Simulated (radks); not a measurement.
Task: Ba3+, configuration [Kr] 4d10 5s2 5p5. All-electron calculation, Dirac Kohn-Sham, BLYP, spin-unpolarised, spherical densities, point nucleus; open shells are shared between the two j in proportion to 2j + 1; speed of light set to 116.481 atomic units (0.85 times the physical value, a model run). Program: a radial shooting solver on a logarithmic mesh with Libxc functionals. Some entries of the table are withheld. Estimate them.

orbital     occ.  eigenvalue (hartree)  <1/r> (bohr^-1)
1s1/2          2             -1396.038            63.16
2s1/2          2             -223.8893            14.95
2p1/2          2             -210.7946            14.91
2p3/2          4             -190.4908            13.07
3s1/2          2             -48.01308            5.310
3p1/2          2             -42.56632            5.214
3p3/2          4             -38.62934            4.756
3d3/2          4             -29.31755              (1)
3d5/2          6             -28.51739              (2)
4s1/2          2             -10.19184            2.165
4p1/2          2              -8.21575            2.055
4p3/2          4              -7.39208            1.907
4d3/2          4              -4.25089            1.677
4d5/2          6              -4.11771            1.642
5s1/2          2              -2.16387           0.8457
5p1/2    1.66667              -1.63031              (3)
5p3/2    3.33333              -1.50733              (4)
4f5/2          0              -0.78985            1.017
4f7/2          0              -0.78002            1.005
6s1/2          0                   (5)           0.3696

Result: 
(1) 3d3/2 <1/r> (bohr^-1): 4.611
(2) 3d5/2 <1/r> (bohr^-1): 4.501
(3) 5p1/2 <1/r> (bohr^-1): 0.7492
(4) 5p3/2 <1/r> (bohr^-1): 0.7014
(5) 6s1/2 eigenvalue (hartree): -0.74285
